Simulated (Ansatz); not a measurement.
Consider the ligand exchange at a Ga–O bond: `[OH][Ga]([Cl])[O][SiH3]` + H–F → `[OH][Ga]([F])[Cl]` + silanol.

Gas-phase electronic energies from Ansatz, PBE0-D4/def2-TZVP geometries. CCSD(T)/CBS is the MP2 limit (def2-TZVPP, def2-QZVPP) plus CCSD(T) − MP2 in def2-TZVPP, frozen cores. This one scheme is used for every species. Functionals use def2-TZVPP. For Ga outer-core shells are correlated without core-valence functions, which leaves a few kJ/mol of doubt a bond. Scalar relativity is left out up to krypton. Each species was taken in one conformer, which may not be the lowest.

```json
{"level": "PBE-D4", "ΔE (eV)": "-0.13"}
{"level": "PBE0-D4", "ΔE (eV)": "-0.09"}
{"level": "PBE", "ΔE (eV)": "-0.19"}
{"level": "SCS-MP2/def2-TZVPP", "ΔE (eV)": "-0.04"}
```

Q: What does CCSD(T)/CBS give? (Best estimate.)

A: Ansatz gave: -0.01 eV. The listed levels differ from it by -0.12, -0.08, -0.18, -0.03 eV.

Largest T1 diagnostic among the species: 0.014.

The D4 term adds +0.10 eV with B3LYP and +0.06 eV with PBE0; it sums over pairs of atoms, weighted by their polarisabilities, and B3LYP, whose exchange is more repulsive, gets the larger term. In def2-TZVPP, CCSD(T) changes the Hartree–Fock value by +0.12 eV (the triples alone add +0.01 eV) and MP2 by +0.14 eV.

B3LYP here is the variant with VWN-RPA as its local correlation; programs differ in this.
